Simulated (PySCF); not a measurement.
**Computed properties of [(E)-2-silylethenyl]silane (C2H8Si2), SMILES C(=C\[SiH3])/[SiH3]**

[(E)-2-silylethenyl]silane (C₂H₈Si₂), SMILES C(=C\[SiH3])/[SiH3]. Geometry: PBE0-D3(BJ)/def2-SVP. The values are those of a single conformer. All values are computed for the isolated molecule unless a solvent is named; none is compared with measurement here.

**Structure.** The optimised structure has C2h symmetry. All 30 harmonic modes at PBE0-D3(BJ)/def2-SVP (PySCF) are real, so it is a minimum. With heavy atoms numbered as in [SiH3:1]/[CH:2]=[CH:3]/[SiH3:4], the shortest bond between them is C2–C3 at 1.345 Å and the longest C3–Si4 at 1.874 Å.

**Vibrations.** The strongest infrared lines (harmonic, unscaled, degenerate partners summed) lie at 906 cm⁻¹ (623 km/mol, H 90 %, Si 10 %), 2224 cm⁻¹ (222 km/mol, H 96 %), 2222 cm⁻¹ (192 km/mol, H 99 %). The softest mode is at 100 cm⁻¹ and the zero-point energy is 51.5 kcal/mol.

**Electronic structure.** B3LYP/def2-TZVP (PySCF) places the frontier levels at -7.81 and -1.21 eV, a gap of 6.60 eV, and gives a dipole moment of 0.00 D and a mean polarisability of 81.9 bohr³. PBE/def2-TZVP (PySCF) at the same geometry gives -6.94 and -2.00 eV, so its gap is 1.66 eV narrower. An orbital gap is neither the optical nor the fundamental gap.

**Excitations.** TDDFT-CAM-B3LYP/def2-SVPD (PySCF) has S1 at 5.94 eV (209 nm, f = 0.000, dark); the most intense of the 10 singlets computed lies at 6.73 eV (f = 0.63). T1 (TDA) is at 4.04 eV. TDDFT-PBE/def2-SVPD (PySCF) puts S1 at 5.51 eV. No vertical singlet excitation falls in the visible range (under 3.1 eV).

**NMR.** GIAO shifts at PBE0/pcSseg-1 (PySCF) (non-relativistic, atoms alike by connectivity averaged): ¹³C at 158.3 ppm against TMS; ¹H from 4.5 to 7.4 ppm against TMS; ²⁹Si at -63.7 ppm against TMS.
